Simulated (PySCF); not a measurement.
Compound: C4H2F3O2 (doublet state).
Cartesian coordinates in Å at the GFN2-xTB level; atoms count from 1:
```
atom  x, y, z in Å
O1     2.0656   -0.2720    1.3814
C2     2.4827   -0.1225    0.2809
O3     1.7325    0.0193   -0.8430
C4     0.4205    0.0300   -0.8104
C5    -0.5182   -0.1340    0.0810
C6    -1.9779   -0.0316   -0.2381
F7    -2.5922    0.8805    0.5337
F8    -2.2200    0.3089   -1.5066
F9    -2.6175   -1.1939   -0.0206
H10    3.5399   -0.0743   -0.0143
H11   -0.3101   -0.3678    1.1301
```

The hyperfine couplings belong to this conformer and change with its torsions.

As a line formula: `FC(F)(F)/C=[C]/OC=O` [radical].

Level of theory: UKS B3LYP, pcH-1 on C F H O, non-relativistic, mean-field spin-orbit, GIAO (PySCF 2.14.0). Isolated species at its GFN2-xTB geometry (one conformer only). A GFN2-xTB geometry isn't a minimum of the functional, and hyperfine couplings can be far from their values at a DFT geometry. No stability test was run, so a lower SCF solution isn't excluded.

(1) What is the g tensor, term by term?

(2) How much does each term add to the isotropic shift?

(3) At 34.146 GHz, how far is the centre of the isotropic spectrum from where a free electron (g = 2.002319) resonates?

(4) What effective moment and Curie constant follow for a powder?

(5) In a frozen sample, at which fields do the three g values resonate at 9.5, 34, 94 and 263 GHz (hyperfine left aside), and which band first spreads them over more than twice a line width of 0.3 mT?

## Answers

(1) 
```
                    Δg (ppm)      1     2     3
relativistic mass correction   -188  -188  -188
            gauge correction     22    22   -24
   orbital Zeeman/spin–orbit   -973   -42  1410
                       total  -1139  -208  1197
```

So g = 2.00118, 2.00211, 2.00352 and g_iso = 2.00227; the tensor is rhombic: the two nearest values differ by 40 % of g3 − g1. Axes: g2 points within 6° of the C5–H11 bond.

(2) The mass correction -188, the orbital-Zeeman/spin–orbit term 132 and the gauge correction 7 ppm, for a total of -50 ppm. The mass correction is the largest in size. The mass correction is the same along every axis, so the anisotropy comes from the other two: their spans along these axes are 47 (gauge) and 2383 ppm (orbital Zeeman/spin–orbit).

(3) B = hν/(g μB) with μB/h = 13.99624 MHz/mT gives 1218.41 mT for the free electron and 1218.44 mT at g_iso, 0.03 mT higher.

(4) With the mean of g² = 4.0091 and S(S+1) = 0.75: μ_eff = √(⟨g²⟩S(S+1)) = 1.734 μB and χT = 0.12505·⟨g²⟩·S(S+1) = 0.376 cm³ K/mol (cgs; spin-Hamiltonian part alone).

(5) 
```csv
band,GHz,B(g3) mT,B(g2) mT,B(g1) mT,spread mT
X,9.5,338.78,339.02,339.18,0.40
Q,34.0,1212.48,1213.33,1213.89,1.42
W,94.0,3352.15,3354.50,3356.06,3.91
J,263.0,9378.89,9385.47,9389.83,10.95
```

The spread grows in proportion to the frequency. Q band is the first where it exceeds 0.6 mT.

The Mulliken spin populations are largest on C4 (+0.98), C5 (-0.14) and H11 (+0.06). C4 is the only atom above +0.15.

The HOMO–LUMO gaps are 5.88 eV among the α and 4.71 eV among the β orbitals.

Time: 47 s (with the writing of density and orbital grids); peak memory 0.87 GiB. Hardware: one thread of an Arm Neoverse V2, shared host.
